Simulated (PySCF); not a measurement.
SMILES C(CSC)#N (PBE0/def2-SVP optimised geometry):

```
10

C      1.720    -0.138    -1.596
S      1.412    -0.922     0.000
C     -0.405    -0.922     0.000
C     -0.982     0.416     0.000
N     -1.412     1.490    -0.031
H      1.287     0.872    -1.635
H      1.337    -0.748    -2.428
H      2.812    -0.056    -1.692
H     -0.797    -1.490    -0.860
H     -0.710    -1.454     0.914
```

Computed with PySCF with PBE0/def2-TZVP.

Problem. What are the frontier orbital energies and the dipole moment?

Solution. HOMO-2 -9.57 eV, HOMO-1 -9.23 eV, HOMO -7.10 eV, LUMO -0.23 eV, LUMO+1 0.53 eV; dipole moment 3.31 D.

On the same geometry PBE/def2-TZVP run with PySCF 2.14.0 gives HOMO-2 -8.21 eV, HOMO-1 -7.94 eV, HOMO -5.84 eV, LUMO -1.27 eV, LUMO+1 -0.54 eV; dipole moment 3.25 D.

Meta-Löwdin charges at PBE0/def2-TZVP: C1 -0.41, S2 0.10, C3 -0.30, C4 0.10, N5 -0.22, H6 0.14, H7 0.13, H8 0.15, H9 0.16, H10 0.17.
